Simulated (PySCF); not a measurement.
Compound: C₅H₃FO₂.
Z-matrix (Å and degrees, GFN2-xTB geometry), rows numbered from 1:
```
O 
C   1  1.1968
C   2  1.4808  1  127.87
C   3  1.3367  2  111.44  1  -168.16
C   4  1.4808  3  111.43  2    -0.16
O   5  1.1968  4  127.87  3   168.68
C   2  1.5381  1  126.83  3  -178.62
F   7  1.3646  2  113.20  1    39.63
H   3  1.0766  2  121.41  1    10.78
H   4  1.0767  3  127.16  2   178.88
H   7  1.0998  2  109.78  1   -80.13
```

NICS = −σ at a ghost point: NICS(0) at the centroid of the ring atoms, NICS(1) 1 Å to either side along the normal of their mean plane, zz for the tensor component along that normal. Level: GIAO PBE0/pcSseg-1 (PySCF, non-relativistic, gas phase) on the GFN2-xTB geometry, one conformer.

Ring bond lengths (Å), with Mayer bond orders in brackets: C2–C3 1.481 (0.99), C3–C4 1.337 (1.67), C4–C5 1.481 (0.99), C5–C7 1.538 (0.91), C7–C2 1.538 (0.91).

Question: What do the NICS probes read (ppm)?

Answer: 
| ring | type | NICS(0) | NICS(1), two faces | NICS(1)zz, two faces | rms pucker (Å) | centre to ring atoms, mean (Å) |
| --- | --- | --- | --- | --- | --- | --- |
| C2–C3–C4–C5–C7 | 5-membered carbocycle; formal bonds 1 double, 4 single | 6.5 | -2.8 / -2.4 | -2.4 / -3.3 | 0.07 | 1.25 |

Question: What can be read from them?

Answer: 
- C2–C3–C4–C5–C7: mean NICS(1)zz -2.9 ppm, near zero. C7 has four or more neighbours, and the NICS criterion for π rings isn't applied. NICS(0) lies 9 ppm above the mean NICS(1).

Question: List the ring angles and the Hirshfeld charges of the ring atoms.

Answer: 
- C2–C3–C4–C5–C7: C2 105.3° (+0.148 e), C3 111.4° (-0.016 e), C4 111.4° (-0.016 e), C5 105.3° (+0.148 e), C7 103.7° (+0.044 e); sum 537.1° against 540° for a flat convex ring.

The run took 21 s on one thread, x86-64 server, shared host. This is the whole shielding run at PBE0/pcSseg-1, SCF included.
